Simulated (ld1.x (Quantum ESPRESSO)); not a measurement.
Which change was made? (Er, TM)

```json
{
  "Element": "erbium",
  "Generator": "ld1.x (Quantum ESPRESSO) 7.5",
  "Type": "norm-conserving Troullier–Martins (Kleinman–Bylander form)",
  "Functional": "PBEsol",
  "Relativity": "fully relativistic",
  "Frozen core": "[Xe] 4f11",
  "Valence charge": "3",
  "Reference configuration": "5d1 6s1 6p0 (charge +1)",
  "Partial waves": "6s (bound): rc 2.50 bohr; 6p (bound, empty): rc 2.75 bohr; 5d (bound): rc 2.10 bohr",
  "Local potential": "the d channel",
  "Core correction": "a·sin(br)/r model core inside 1.20 bohr"
}
```

Open shells are filled in proportion to 2j + 1 (rel_dist='average').

Cutoffs, loose and tight: the cutoffs (Ry, on a coarse ladder) from which the occupation-weighted sum of valence levels, in a spherical-Bessel basis at the reference potential, stays within 10 and 1 mRy of its value at 400 Ry. They do not see the model core or the augmentation charge, which bear on the density cutoff. Test errors are all-electron minus pseudo excitation energies from the reference, over the configurations 5d1 6s2 6p0; 5d1 6s0 6p0; 5d1 6s1.5 6p0; 5d1 6s1 6p1; 5d2 6s0 6p0; 5d0 6s2 6p0; 5d2 6s1 6p0; variants that change the core or the reference have their own tests. The largest error is taken over the tests solved by every variant that gives reliable tests at all, those not shown here included: 5d0 6s2 6p0; 5d1 6s0 6p0; 5d1 6s1.5 6p0; 5d1 6s2 6p0; 5d2 6s0 6p0; 5d2 6s1 6p0.

The base gives: outcome: generated, misses its reference levels by 0.22 eV; cutoff, loose: 18 Ry; cutoff, tight: 25 Ry; bound ghosts: s, p3/2, p1/2; largest test error (meV): -94.

On the changes marked as counting shells twice: ld1.x takes every shell without a wave as core, so the model core holds the marked electrons as well and exchange and correlation see them twice. This cancels in the reference configuration, but the file is broken for other ones, and its errors say nothing about a proper core correction.

**Question.** After one change the result is: outcome: generated, misses its reference levels by 0.19 eV; cutoff, loose: 18 Ry; cutoff, tight: 30 Ry; bound ghosts: s, p3/2; largest test error (meV): +153. Which change was it?
A. reference 5d1 6s1.5 6p0.5
B. core [Kr] 4d10 5s2, valence charge 20; reference 4f12 5p6 5d0 6s2 6p0; waves now 6s (bound): rc 3.20 bohr; 5p (bound): rc 2.10 bohr; 5d (bound): rc 2.65 bohr; 4f (bound): rc 0.75 bohr; local potential all-electron potential smoothed inside 0.90 bohr (lloc = -1); core correction Bessel-smoothed model core, default radius (core density twice the valence density)
C. core [Xe], valence charge 14; reference 4f12 5d0 6s2 6p0; waves now 6s (bound): rc 2.50 bohr; 6p (bound): rc 3.10 bohr; 4f (bound): rc 0.65 bohr; 5d (bound): rc 2.35 bohr; core correction a·sin(br)/r model core, default radius (core density twice the valence density)
D. scalar-relativistic
E. core [Kr] 4d10, valence charge 22; reference 4f12 5s2 5p6 5d0 6s2 6p0; waves now 5s (bound): rc 1.20 bohr; 5d (bound): rc 2.10 bohr; 4f (bound): rc 0.90 bohr; 5p (bound): rc 1.40 bohr; local potential the p channel; core correction a·sin(br)/r model core, default radius (core density twice the valence density) (6s counted twice)

**Answer.** A. The others give: core [Kr] 4d10 5s2, valence charge 20; reference 4f12 5p6 5d0 6s2 6p0; waves now 6s (bound): rc 3.20 bohr; 5p (bound): rc 2.10 bohr; 5d (bound): rc 2.65 bohr; 4f (bound): rc 0.75 bohr; local potential all-electron potential smoothed inside 0.90 bohr (lloc = -1); core correction Bessel-smoothed model core, default radius (core density twice the valence density) → outcome: generated; bound ghosts: p3/2, p1/2; largest test error (meV): -56 over the solved tests; 4 of 7 tests not solved or not reliable | core [Kr] 4d10, valence charge 22; reference 4f12 5s2 5p6 5d0 6s2 6p0; waves now 5s (bound): rc 1.20 bohr; 5d (bound): rc 2.10 bohr; 4f (bound): rc 0.90 bohr; 5p (bound): rc 1.40 bohr; local potential the p channel; core correction a·sin(br)/r model core, default radius (core density twice the valence density) (6s counted twice) → outcome: generated, misses its reference levels by 3.74 eV; bound ghosts: not determined; largest test error (meV): -1668 over the solved tests; 1 of 7 tests not solved or not reliable | core [Xe], valence charge 14; reference 4f12 5d0 6s2 6p0; waves now 6s (bound): rc 2.50 bohr; 6p (bound): rc 3.10 bohr; 4f (bound): rc 0.65 bohr; 5d (bound): rc 2.35 bohr; core correction a·sin(br)/r model core, default radius (core density twice the valence density) → outcome: generated; bound ghosts: s; largest test error (meV): -7167 over the solved tests; 1 of 7 tests not solved or not reliable | scalar-relativistic → outcome: generated; cutoff, loose: 18 Ry; cutoff, tight: 25 Ry; bound ghosts: s, p; largest test error (meV): -97.
